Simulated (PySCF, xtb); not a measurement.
C2H6O2Si, SMILES CO[Si]OC (connectivity only; charge and spin as stated), neutral, multiplicity 1.

GFN2-xTB (xtb) at its own geometry gives an orbital gap of 3.71 eV and a dipole moment of 1.92 D.

Geometry: B3LYP-D3(BJ)/def2-SVP. One conformer was computed; it need not be the lowest.

### Question
What does PBE/def2-TZVP (PySCF) give? (An estimate is asked for; the answer gives what the named calculation found.)

### Answer
gap 3.95 eV (levels -5.84 and -1.89 eV), dipole 1.68 D.
